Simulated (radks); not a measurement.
Valence configurations of Nb3+ (all share [Kr]). Calculated with a radial shooting solver on a logarithmic mesh with Libxc functionals: Dirac Kohn-Sham, PBEsol, spin-unpolarised, spherical densities, point nucleus; open shells fill j = l - 1/2 first. Energies are relative to 4d2; eigenvalues in eV.

\begin{tabular}{lrrrr}
valence & E (eV) & e(4d3/2) & e(5p1/2) & e(5s1/2) \\ \hline
4d2 & 0.000 & -30.657 & - & - \\
4d1.5 5s0.5 & 2.813 & -32.256 & - & -26.306 \\
4d1.5 5p0.5 & 5.599 & -32.673 & -21.019 & - \\
4d1 5s1 & 5.951 & -33.877 & - & -27.268 \\
4d0.5 5s1.5 & 9.429 & -35.509 & - & -28.199 \\
4d1 5p1 & 11.655 & -34.690 & -22.111 & - \\
5s2 & 13.270 & - & - & -29.088 \\
4d0.5 5s0.5 5p1 & 15.273 & -36.308 & -22.869 & -28.712 \\
5s1 5p1 & 19.259 & - & -23.588 & -29.580 \\
5p2 & 25.255 & - & -24.038 & - \\
\end{tabular}

NIST lists [Kr] 4d2 as the ground configuration; this level of theory agrees among the configurations tried. The energies are those of spherical spin-averaged densities, not of single terms.
